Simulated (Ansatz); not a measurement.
Energy needed to pull apart CdClF (SMILES [F][Cd][Cl]), closed shell, into free ground-state atoms, from the structure below (displaced at random from a GFN2-xTB minimum); no zero-point or spin–orbit terms; open-shell atoms are treated unrestricted, in their ground-state multiplicity.

F1  (-0.018, 1.629, 0.175)
Cd2  (-0.754, -0.107, -0.402)
Cl3  (0.687, -1.591, 0.233)
(Å)

Computed with Ansatz 0.2.0 (basis: def2-TZVPP); correlated methods freeze the cores. Filled d shells of the heavier atoms are correlated. Core potentials replace the inner electrons of the atoms past krypton.

```
    method  atomization energy (kcal/mol)
    PBE-D4                          120.4
   BLYP-D4                          110.2
 r2SCAN-D4                          119.7
   PBE0-D4                              ?
r2SCANh-D4                          116.6
   wB97M-V                          119.6
        HF                           67.3
       MP2                              ?
      CCSD                          103.3
   CCSD(T)                          107.3
```

Problem. What does PBE0-D4 give? (An estimate is asked for; the value comes from the calculation.)

Solution. By the calculation: 114.6 kcal/mol, which is about 7.4 kcal/mol more than CCSD(T)/def2-TZVPP.

Problem. What does MP2 give? (An estimate is asked for; the value comes from the calculation.)

Solution. The calculation gives: 116.0 kcal/mol, which is about 8.8 kcal/mol more than CCSD(T)/def2-TZVPP.

In triple zeta the MP2 and coupled-cluster atomization energies are still short of their basis limit by a few kcal/mol a bond, whereas those of the functionals are nearly converged, so these differences are not deviations from converged CCSD(T).

T1 diagnostic: at most 0.018.

For scale, one of the runs: CCSD(T)/def2-TZVPP forces, 129 basis functions (an equivalent command: `ansatz run in.yaml --threads 4`). Hardware: 4 CPU threads, shared host. Wall time 93 s; peak host memory 1.3 GiB.
